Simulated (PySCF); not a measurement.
Cl2Ni (SMILES [Cl][Ni][Cl]), triplet, at a GFN2-xTB geometry (such geometries of metal compounds can be far from the true shape); R2SCAN/def2-SVP in PySCF.

Here is a job for PySCF.
```python
from pyscf import gto, scf, dft

mol = gto.M(
    atom='''
Ni    0.000000    0.000000    0.000000
Cl    0.000000    0.000000    1.934826
Cl   -0.000000   -0.000000   -1.934826
''',
    basis='def2-svp',
    charge=0,
    spin=2,
    verbose=5,
)

mf = dft.UKS(mol)
mf.xc = 'r2scan'
mf.grids.prune = dft.gen_grid.sg1_prune
mf.kernel()
mf.analyze()
```

It wrote (shortened):

```
PySCF version 2.14.0

[INPUT] verbose = 5
[INPUT] max_memory = 4000
[INPUT] num. atoms = 3
[INPUT] num. electrons = 62
[INPUT] charge = 0
[INPUT] spin (= nelec alpha-beta = 2S) = 2
[INPUT] symmetry False subgroup None
[INPUT] Mole.unit = angstrom
[INPUT] Symbol           X                Y                Z      unit          X                Y                Z       unit  Magmom
[INPUT]  1 Ni     0.000000000000   0.000000000000   0.000000000000 AA    0.000000000000   0.000000000000   0.000000000000 Bohr   0.0
[INPUT]  2 Cl     0.000000000000   0.000000000000   1.934826000000 AA    0.000000000000   0.000000000000   3.656291238688 Bohr   0.0
[INPUT]  3 Cl     0.000000000000   0.000000000000  -1.934826000000 AA    0.000000000000   0.000000000000  -3.656291238688 Bohr   0.0
[INPUT] ---------------- BASIS SET ----------------
[INPUT] l, kappa, [nprim/nctr], expnt,             c_1 c_2 ...
[INPUT] Cl
[INPUT] 0    0    [5    /1   ]  10449.827566      0.0019708362484
                                1571.7365221      0.014754727977
                                357.12065523      0.066679112875
                                100.25185935      0.17228924084
                                30.812727554      0.158837861
[INPUT] 0    0    [3    /1   ]  51.923789434      -0.10009298909
                                5.7045760975      0.60841752753
                                2.3508376809      0.54352153355
[INPUT] 0    0    [1    /1   ]  0.44605124672        1
[INPUT] 0    0    [1    /1   ]  0.1684885619         1
[INPUT] 1    0    [5    /1   ]  307.66790569      -0.0087801484118
                                72.102015515      -0.063563355471
                                22.532680262      -0.24016428276
                                7.8991765444      -0.47798866557
                                2.8767268321      -0.38515850005
[INPUT] 1    0    [1    /1   ]  0.77459363955        1
[INPUT] 1    0    [1    /1   ]  0.21037699698        1
[INPUT] 2    0    [1    /1   ]  0.65                 1
[INPUT] Ni
[INPUT] 0    0    [6    /1   ]  71074.803211      0.0014260386729
                                10672.020941      0.010928236994
                                2428.1389007      0.054212626938
                                685.53595148      0.18874768902
                                223.10072863      0.38324616985
                                76.842014042      0.29550637144
[INPUT] 0    0    [3    /1   ]  148.71122016      -0.11014443059
                                17.459154987      0.64521426988
                                7.1625280665      0.44797838103
[INPUT] 0    0    [3    /1   ]  12.556137125      -0.22645403224
                                2.0735740488      0.72320959286
                                0.85382640602     0.44868026476
[INPUT] 0    0    [1    /1   ]  0.10536766271        1
[INPUT] 0    0    [1    /1   ]  0.038134087688       1
[INPUT] 1    0    [5    /1   ]  916.73608662      0.009343963561
                                216.06139913      0.069737374902
                                68.383914817      0.27073495012
                                24.593843952      0.53078301549
                                9.1392960204      0.34410229438
[INPUT] 1    0    [3    /1   ]  4.7193371746      0.34076082016
                                1.8161849234      0.56580169611
                                0.6784075072      0.23616717361
[INPUT] 1    0    [1    /1   ]  0.146588             1
[INPUT] 2    0    [4    /1   ]  47.093832108      0.028982316948
                                13.146463975      0.1549499595
                                4.4170548925      0.37633115111
                                1.4771565078      0.47365096014
[INPUT] 2    0    [1    /1   ]  0.43735921792        1
[INPUT] 3    0    [1    /1   ]  2.174                1

nuclear repulsion = 299.894053405205
number of shells = 27
number of NR pGTOs = 145
number of NR cGTOs = 67
basis = def2-svp
ecp = {}

******** <class 'pyscf.dft.uks.UKS'> ********
method = UKS
initial guess = minao
damping factor = 0
level_shift factor = 0
DIIS = <class 'pyscf.scf.diis.CDIIS'>
diis_start_cycle = 1
diis_space = 8
diis_damp = 0
SCF conv_tol = 1e-09
SCF conv_tol_grad = None
SCF max_cycles = 50
direct_scf = True
direct_scf_tol = 1e-13
number electrons alpha = 32  beta = 30
XC library pyscf.dft.libxc version 7.1.2
    S. Lehtola, C. Steigemann, M. J. T. Oliveira, and M. A. L. Marques,  SoftwareX 7, 1–5 (2018)
XC functionals = r2scan
    J. W. Furness, A. D. Kaplan, J. Ning, J. P. Perdew, and J. Sun,  J. Phys. Chem. Lett. 11, 8208–8215 (2020)
    J. W. Furness, A. D. Kaplan, J. Ning, J. P. Perdew, and J. Sun,  J. Phys. Chem. Lett. 11, 9248–9248 (2020)
    J. W. Furness, A. D. Kaplan, J. Ning, J. P. Perdew, and J. Sun,  J. Phys. Chem. Lett. 11, 8208–8215 (2020)
    J. W. Furness, A. D. Kaplan, J. Ning, J. P. Perdew, and J. Sun,  J. Phys. Chem. Lett. 11, 9248–9248 (2020)
radial grids:
    Treutler-Ahlrichs [JCP 102, 346 (1995); DOI:10.1063/1.469408] (M4) radial grids

becke partition: Becke, JCP 88, 2547 (1988); DOI:10.1063/1.454033
pruning grids: <function sg1_prune>
grids dens level: 3
symmetrized grids: False
atomic radii adjust function: <function treutler_atomic_radii_adjust>
small_rho_cutoff = 0
Set gradient conv threshold to 3.16228e-05
Traceback (most recent call last):
  File "input.py", line 18, in <module>
  File "<string>", line 2, in kernel
  File "site-packages/pyscf/scf/hf.py", line 2099, in scf
  File "site-packages/pyscf/scf/hf.py", line 132, in kernel
  File "site-packages/pyscf/dft/uks.py", line 42, in get_veff
  File "site-packages/pyscf/dft/uks.py", line 192, in initialize_grids
  File "site-packages/pyscf/dft/rks.py", line 506, in initialize_grids
  File "site-packages/pyscf/dft/gen_grid.py", line 653, in build
  File "<string>", line 6, in gen_atomic_grids
  File "site-packages/pyscf/dft/gen_grid.py", line 318, in gen_atomic_grids
  File "site-packages/pyscf/dft/gen_grid.py", line 81, in sg1_prune
IndexError: index 28 is out of bounds for axis 0 with size 19
```

The program refused the input.
